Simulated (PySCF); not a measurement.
Static response to an electric field

Compound: C2H8O3Si2.
Geometry (GFN2-xTB, Å), atoms numbered from 1 in this order:
```xyz
15
C2H8O3Si2 angstrom
O     -0.303    1.357    0.208
C      0.341    0.368   -0.061
C     -0.352   -0.858   -0.590
O     -1.712   -0.723   -0.716
Si    -2.671    0.561   -0.389
Si     2.237    0.337    0.172
O      2.623   -1.178   -0.262
H      0.098   -1.097   -1.566
H     -0.113   -1.692    0.086
H     -3.908   -0.113   -0.792
H     -2.437    1.719   -1.249
H     -2.740    0.911    1.027
H      2.854    1.326   -0.708
H      2.561    0.603    1.571
H      3.517   -1.513   -0.258
```

Level: B3LYP/def2-SVPD (PySCF), static field, nuclei fixed, core orbitals frozen in the response. The polarisability tensor in these axes (au):

```
x   107.29  -3.12   3.56
y    -3.12  81.28   3.15
z     3.56   3.15  72.84
```

Give the principal values, the mean and the anisotropy Δα = √{½[(α1 − α2)² + (α2 − α3)² + (α1 − α3)²]}.

Principal values 71.27, 82.20 and 107.94 au; mean 87.14 au = 12.91 Å³ = 14.37 × 10⁻⁴⁰ C²·m²/J; Δα = 32.62 au (37 % of the mean).

What is the dipole moment, and where does it point?

(4.81, -1.31, 0.15) D, 4.99 D in size, pointing from the negative to the positive side. Measured along this direction, the outermost atoms are H10 at the negative end and H15 at the positive end.

What molar refraction does this α imply?

Lorentz–Lorenz: R = (4π/3)N_A α = 2.5225 cm³/(mol·Å³) × 12.91 Å³ = 32.6 cm³/mol, in the limit of long wavelengths.

How large is μ²/3kT at 250 K beside α?

In Gaussian units μ²/3kT = 240.64 Å³ against 12.91 Å³, a ratio of 18.64; the Debye molar polarisation (4π/3)N_A(α + μ²/3kT) is 639.6 cm³/mol, leaving out the vibrational part.

Directions of the eigenvectors, and the extent of the frame along each?

Largest value along (0.99, -0.11, 0.09), where the nuclei span 7.55 Å; middle along (0.07, 0.94, 0.34), 2.89 Å; least along (-0.12, -0.33, 0.94), 2.44 Å. The response follows the extents in order.

In TDDFT the mean static polarisability is Σ f/ω² over all singlet excitations (ω in hartree). How much of it do the 8 lowest give? Their energies (eV) and oscillator strengths: 3.58, 0.0014; 4.98, 0.0101; 5.44, 0.0021; 5.78, 0.0001; 6.20, 0.0082; 6.39, 0.0220; 6.40, 0.0008; 6.54, 0.0001.

They add up to 1.01 au, 1.2 % of the 87.14 au; the largest single term is 0.40 au, from the state at 6.39 eV. Terms in order: 0.08, 0.30, 0.05, 0.00, 0.16, 0.40, 0.01, 0.00 au. Higher excitations give the rest. The strengths listed sum to 0.045.

Isolated species at its GFN2-xTB geometry (one conformer only).

These values come from a run that also computed excited states. On an Arm Neoverse N1 with one thread, shared host with 64 logical CPUs at a one-minute load of 62, this took 78 s of wall time (with the writing of density and orbital grids) and 0.83 GiB of memory at its peak.
